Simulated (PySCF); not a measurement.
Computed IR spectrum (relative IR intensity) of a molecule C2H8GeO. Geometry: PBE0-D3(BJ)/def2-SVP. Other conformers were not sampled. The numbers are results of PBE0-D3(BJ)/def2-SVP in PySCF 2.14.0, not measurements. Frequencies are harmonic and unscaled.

Lines under 2 % of the strongest are left out, and lines within 2 cm⁻¹ are merged.

ν (cm⁻¹): 75 (vw), 264 (vw), 466 (w), 618 (w), 641 (m), 651 (m), 736 (m), 849 (vs), 852 (m), 890 (m), 1165 (vs), 1207 (m), 1258 (w), 1428 (vw), 1434 (vw), 1470 (w), 1479 (w), 2119 (vs), 2125 (s), 2982 (s), 3049 (m), 3114 (m) (against the strongest line: vs over 80 %, s over 45 %, m over 15 %, w over 4 %, vw less)

Question: Which molecule gave these data?
A. C[C@@H](O)[GeH3]
B. C[CH2][GeH2][OH]
C. CO[CH2][GeH3]
D. C[O][GeH2][CH3]

Answer: D, C[O][GeH2][CH3]
